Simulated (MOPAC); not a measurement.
Job for MOPAC: PM7 on CdFI (SMILES [F][Cd][I]), a point of a bond scan (R = 3.101 Å).

```
PM7 1SCF PRECISE CHARGE=0 THREADS=1
CdFI

Cd    -0.00000000 1    -0.00000000 1    -1.08526849 1
F     -0.00000000 1    -0.00000000 1    -3.03871967 1
I      0.00000000 1     0.00000000 1     2.01572610 1
```

Program output:

```
*******************************************************************************
 **                                                                           **
 **                              MOPAC v23.2.5                                **
 **                                                                           **
 *******************************************************************************
 ** MOPAC's Digital Object Identifier: https://doi.org/10.5281/zenodo.6511958 **
 **                                                                           **
 ** Please cite the open-source release paper for use of this MOPAC version:  **
 ** J. E. Moussa and J. J. P. Stewart (2026)                                  **
 ** MOPAC: An open-source semiempirical molecular orbital program             **
 ** J. Open Source Softw., 11(119), 8025, https://doi.org/10.21105/joss.08025 **
 *******************************************************************************

                              PM7 CALCULATION RESULTS

 *******************************************************************************
 *  PM7        - The PM7 Hamiltonian to be used
 *
 *
 *
 *                 CHARGE ON SYSTEM = 0
 *
 *
 *
 *  PRECISE    - TIGHTER CRITERIA TO BE USED
 *  1SCF       - DO 1 SCF AND THEN STOP
 *  THREADS=1  - MULTI-THREADING NOT USED
 *  T=         - A TIME OF 172800.0 SECONDS REQUESTED
 *  DUMP=N     - RESTART FILE WRITTEN EVERY 7200.0 SECONDS REQUESTED
 *******************************************************************************
PM7 1SCF PRECISE CHARGE=0 THREADS=1
 CdFI

   ATOM   CHEMICAL          X               Y               Z
  NUMBER   SYMBOL      (ANGSTROMS)     (ANGSTROMS)     (ANGSTROMS)

     1      Cd         -0.00000000  *  -0.00000000  *  -1.08526849  *
     2       F         -0.00000000  *  -0.00000000  *  -3.03871967  *
     3       I          0.00000000  *   0.00000000  *   2.01572610  *



          CARTESIAN COORDINATES

    NO.       ATOM           X           Y           Z

     1        Cd         -0.0000     -0.0000     -1.0853
     2         F         -0.0000     -0.0000     -3.0387
     3         I          0.0000      0.0000      2.0157

 General Reference for PM7:
 "Optimization of Parameters for Semiempirical Methods VI: More Modifications to the
 NDDO Approximations and Re-optimization of Parameters", J. J. P. Stewart, J. Mol. Mod., 1:32, 19 (2013)
 https://link.springer.com/article/10.1007/s00894-012-1667-x

           Empirical Formula: Cd F I  =     3 atoms



      MOLECULAR POINT GROUP   :   C*v


      RHF CALCULATION, NO. OF DOUBLY OCCUPIED LEVELS = 8


 -------------------------------------------------------------------------------
 PM7 1SCF PRECISE CHARGE=0 THREADS=1
 CdFI



     1SCF WAS SPECIFIED, SO BFGS WAS NOT USED
     SCF FIELD WAS ACHIEVED


                              PM7 CALCULATION
                                                       MOPAC v23.2.5 Linux




          FINAL HEAT OF FORMATION =         -5.50904 KCAL/MOL =     -23.04981 KJ/MOL


          COSMO AREA              =        113.08 SQUARE ANGSTROMS
          COSMO VOLUME            =         92.81 CUBIC ANGSTROMS

          IONIZATION POTENTIAL    =          9.412440 EV
          HOMO LUMO ENERGIES (EV) =         -9.412 -3.666
          NO. OF FILLED LEVELS    =          8
          MOLECULAR WEIGHT        =        258.3129         POINT GROUP:  C*v

          MOLECULAR DIMENSIONS (Angstroms)

            Atom       Atom       Distance
            I     3    F     2     5.05445
            I     3    F     2     0.00000
           Cd     1    F     2     0.00000


          SCF CALCULATIONS        =          1





   ATOM   CHEMICAL          X               Y               Z
  NUMBER   SYMBOL      (ANGSTROMS)     (ANGSTROMS)     (ANGSTROMS)

     1      Cd         -0.00000000  *  -0.00000000  *  -1.08526849  *
     2       F         -0.00000000  *  -0.00000000  *  -3.03871967  *
     3       I          0.00000000  *   0.00000000  *   2.01572610  *

                             CARTESIAN COORDINATES

   1   Cd       -0.000000000    -0.000000000    -1.085268490
   2    F       -0.000000000    -0.000000000    -3.038719670
   3    I        0.000000000     0.000000000     2.015726100


           Empirical Formula: Cd F I  =     3 atoms



      MOLECULAR POINT GROUP   :   C*v


                  EIGENVALUES
 -37.90467 -21.81677 -14.42622 -14.42622 -13.51356 -10.48345  -9.41244  -9.41244
  -3.66582   2.10227   2.10227   3.96496 124.75567 124.75593 124.75593 125.08234
 125.08234


              NET ATOMIC CHARGES AND DIPOLE CONTRIBUTIONS

  ATOM NO.   TYPE          CHARGE      No. of ELECS.   s-Pop       p-Pop       d-Pop
    1         Cd           0.667640        1.3324     0.80475     0.52761
    2          F          -0.430010        7.4300     1.97330     5.45671
    3          I          -0.237630        7.2376     1.96621     5.27000     0.00142
 DIPOLE           X         Y         Z       TOTAL
 POINT-CHG.     0.000     0.000     0.495     0.495
 HYBRID        -0.000    -0.000    -0.385     0.385
 SUM           -0.000    -0.000     0.111     0.111


          ATOMIC ORBITAL ELECTRON POPULATIONS

     Atom    s        px        py        pz      x^2-y^2     xz        z^2       yz        xy
    1 Cd   0.80475   0.04359   0.04359   0.44044
    2  F   1.97330   1.96974   1.96974   1.51722
    3  I   1.96621   1.98660   1.98660   1.29680   0.00000   0.00007   0.00129   0.00007   0.00000

 **********************
 *                    *
 * JOB ENDED NORMALLY *
 *                    *
 **********************




 == MOPAC DONE ==
```

The run finished.

Cost: very roughly 0.020 core-seconds.
